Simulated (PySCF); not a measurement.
Species: o-cresol, C7H8O.
SMILES with atom numbers: `[CH3:1][c:2]1[cH:3][cH:4][cH:5][cH:6][c:7]1[OH:8]`

NICS is the negative of the GIAO shielding at a point without a nucleus: at the ring centre (0) and 1 Å above and below it (1); zz is the component along the ring normal. Level: GIAO PBE0/pcSseg-1 (PySCF, non-relativistic, gas phase) on the PBE0-D3(BJ)/def2-SVP geometry, one conformer.

Ring bond lengths (Å), with Mayer bond orders in brackets: C2–C3 1.397 (1.44), C3–C4 1.393 (1.44), C4–C5 1.394 (1.42), C5–C6 1.391 (1.45), C6–C7 1.397 (1.41), C7–C2 1.407 (1.29).

Task: What do the NICS probes read (ppm)?

Result: 
```tsv
ring	type	NICS(0)	NICS(1), two faces	NICS(1)zz, two faces	rms pucker (Å)	centre to ring atoms, mean (Å)
C2–C3–C4–C5–C6–C7	6-membered carbocycle; formal bonds all aromatic	-9.4	-11.0 / -11.0	-26.6 / -26.6	0.00	1.40
```

Task: What can be read from them?

Result: 
- C2–C3–C4–C5–C6–C7: mean NICS(1)zz -26.6 ppm, shielded. The ring is flat and has no four-coordinate atom; by the NICS criterion it is aromatic.

Task: And the bond-length index? Use HOMA with the parameters of Krygowski (1993).

Result: 
- C2–C3–C4–C5–C6–C7: HOMA 0.97 = 1 − EN − GEO, with mean bond length 1.397 Å, EN = α(Ropt − mean)² = 0.019 and GEO = α × variance = 0.007. The geometric and the magnetic index point the same way.

Task: At the first NICS(1) probe listed for ring C2–C3–C4–C5–C6–C7, 1 Å off the ring, what do the in-plane components average?

Result: The isotropic value is a third of the trace: (3 × -11.0 − (-26.6))/2 = -3.2 ppm.

Task: List the ring angles and the Hirshfeld charges of the ring atoms.

Result: 
- C2–C3–C4–C5–C6–C7: C2 118.2° (-0.022 e), C3 121.7° (-0.056 e), C4 119.3° (-0.069 e), C5 120.3° (-0.051 e), C6 120.1° (-0.073 e), C7 120.5° (+0.070 e); sum 720.0° against 720° for a flat convex ring.

Task: How shielded are the nuclei of the rings and their hydrogens (means over atoms taken as equivalent)?

Result: 
| atoms | environment | σ isotropic (ppm) |
| --- | --- | --- |
| C2 | substituted aromatic carbon | 62.2 |
| C3 | aromatic CH carbon | 48.9 |
| C4 | aromatic CH carbon | 60.2 |
| C5 | aromatic CH carbon | 50.0 |
| C6 | aromatic CH carbon | 65.6 |
| C7 | aromatic carbon bearing oxygen | 23.7 |
| H on C3 | aromatic hydrogen | 24.08 |
| H on C4 | aromatic hydrogen | 24.38 |
| H on C5 | aromatic hydrogen | 23.98 |
| H on C6 | aromatic hydrogen | 24.28 |

Task: How do the values depend on the level or the medium?

Result: 
| level | NICS(0), C2–C3–C4–C5–C6–C7 | mean NICS(1)zz, C2–C3–C4–C5–C6–C7 |
| --- | --- | --- |
| PBE0/pcSseg-1, gas | -9.4 | -26.6 |
| WP04/pcSseg-1, gas | -9.7 | -25.8 |
| PBE0/pcSseg-1, IEF-PCM acetone | -9.2 | -26.6 |
| PBE0/pcSseg-1, IEF-PCM chloroform | -9.3 | -26.6 |

The geometry is the same throughout; the continuum's cavity takes Bondi-type radii × 1.2.

The values belong to the conformer `[CH3:1][c:2]1[cH:3][cH:4][cH:5][cH:6][c:7]1[OH:8]`: H–O8–C7–C6 180°.
